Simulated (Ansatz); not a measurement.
Consider the formal exchange of groups at the Si–H bond: `CN([SiH2]O)[SiH2]Cl` + `C=CC(F)Cl` → `CN([SiH2]Cl)[SiH](O)F` + `C=CCCl`.

Program: Ansatz. Geometries: PBE0-D4/def2-TZVP. ΔE: electronic, gas phase. CCSD(T)/CBS is the MP2 limit (def2-TZVPP, def2-QZVPP) plus CCSD(T) − MP2 in def2-TZVPP, frozen cores. Functionals use def2-TZVPP. B3LYP here is the variant with VWN-RPA as its local correlation; programs differ in this. Each species was taken in one conformer, which may not be the lowest.

```
        level  ΔE (kcal/mol)  difference from CCSD(T)/CBS
       PBE-D4          -52.4                          5.5
    r2SCAN-D4          -55.3                          2.6
      PBE0-D4          -54.4                          3.5
     B3LYP-D4          -55.3                          2.6
       B2PLYP          -56.7                          1.2
          PBE          -52.4                          5.5
         PBE0          -54.4                          3.5
HF/def2-QZVPP          -58.7                         -0.8
 HF/CBS(def2)          -58.8                         -0.9
MP2/CBS(def2)          -59.9                         -2.0
  CCSD(T)/CBS          -57.9                            0
```

Largest T1 diagnostic among the species: 0.011.

From PBE to PBE0 (25 % exact exchange), in def2-TZVPP and without D4, ΔE moves by −2.0 kcal/mol.
